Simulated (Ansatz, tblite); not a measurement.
Removing and adding an electron: Zn10O10. Total charge 0; singlet. Geometry: PBE-D4/def2-SVP. Ansatz, gas phase; energy differences of separate SCF runs; the oxidised species was run as a doublet alone; the reduced species was run as a doublet alone.

Cartesian coordinates in Å:
```
Zn 2.451 2.057 0.093
Zn 0.382 1.048 -2.129
Zn 2.620 -0.171 -1.390
Zn -0.103 -1.814 -2.711
Zn 0.344 1.555 2.291
Zn 2.445 0.050 1.867
Zn -0.656 -1.008 2.518
Zn -1.977 0.920 0.088
Zn -2.496 -0.870 -1.874
Zn -2.921 -1.537 1.056
O 2.047 1.819 -1.709
O 2.062 2.187 1.900
O 3.409 0.116 0.269
O -1.422 0.856 -1.740
O 1.337 -0.731 -2.640
O -1.797 -2.355 -2.726
O -1.353 0.909 1.836
O 1.002 -0.290 2.994
O -1.907 -2.332 2.282
O -3.468 -0.409 -0.275
```

The xTB rows come from tblite. Single mean-field runs in def2-SVP are fitted with def2-universal-jkfit.

```json
{"level": "GFN1-xTB", "−HOMO (eV)": "10.46", "vertical IE (eV)": "12.47", "−LUMO (eV)": "7.62", "vertical EA (eV)": "5.74", "HOMO–LUMO gap (eV)": "2.84", "IE − EA (eV)": "6.73"}
{"level": "LDA (SPW92)/def2-SVP", "−HOMO (eV)": "5.89", "vertical IE (eV)": "–", "−LUMO (eV)": "3.71", "vertical EA (eV)": "2.02", "HOMO–LUMO gap (eV)": "2.18", "IE − EA (eV)": "–"}
{"level": "PBE0-D4/def2-SVP", "−HOMO (eV)": "7.02", "vertical IE (eV)": "8.49", "−LUMO (eV)": "2.56", "vertical EA (eV)": "1.39", "HOMO–LUMO gap (eV)": "4.46", "IE − EA (eV)": "7.10"}
```

Problem. Estimate the rows for GFN2-xTB, PBE-D4/def2-SVP.

Solution. 
```
          level  −HOMO (eV)  vertical IE (eV)  −LUMO (eV)  vertical EA (eV)  HOMO–LUMO gap (eV)  IE − EA (eV)
       GFN2-xTB       14.10             16.19       12.27             10.20                1.83          5.99
PBE-D4/def2-SVP        5.57                 –        3.37              1.71                2.20             –
```

Run but left out: LDA (SPW92)/def2-SVP, PBE-D4/def2-SVP (charge +1 doublet: an occupied level 0.02 to 0.04 eV above an empty one).   Raw xTB energy differences between charge states are shifted by several eV; the methods need an empirical correction for them. Sets without diffuse functions give affinities that are too small.
